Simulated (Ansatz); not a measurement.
Isolated molecules relaxed with PBE0-D4/def2-TZVP in Ansatz; ΔE leaves out vibrations. CBS: MP2 limit from def2 TZ/QZ plus the TZ coupled-cluster correction, frozen cores. DFT in def2-TZVPP. Elements past krypton have def2 core potentials. For Ge, Sn outer-core shells are correlated without core-valence functions, which leaves a few kJ/mol of doubt a bond. Scalar relativity is left out up to krypton. Each species was taken in one conformer, which may not be the lowest.

Reaction (redistribution): `[NH2][Sn][O][SiH3]` + `[NH2][Ge][Cl]` → `[SiH3][O][Sn][Cl]` + `[NH2][Ge][NH2]`

(1) Is it downhill or uphill in electronic energy at CCSD(T)/CBS, and by how much? (Best estimate.)

(2) What do these levels give: PBE, r2SCAN, r2SCAN0, BHLYP, CCSD/def2-SVP, HF/def2-TZVPP? (Estimate.)

Largest T1 diagnostic among the species: 0.016.

Results:

(1) Computed: Downhill: ΔE = -22.4 kJ/mol.

(2) Computed: PBE -17.7, r2SCAN -20.8, r2SCAN0 -22.8, BHLYP -23.6, CCSD/def2-SVP -27.2, HF/def2-TZVPP -28.5 kJ/mol.

Leaving LDA and LC-ωPBE aside and taking each functional with its dispersion term where it has one, the values, not all of them listed here, spread over 7.0 kJ/mol, from BHLYP-D4 to BLYP-D4. From PBE to PBE0 (25 % exact exchange), in def2-TZVPP and without D4, ΔE moves by −3.4 kJ/mol. In def2-TZVPP, CCSD(T) changes the Hartree–Fock value by +8.3 kJ/mol (the triples alone add +1.9 kJ/mol) and MP2 by +5.9 kJ/mol.
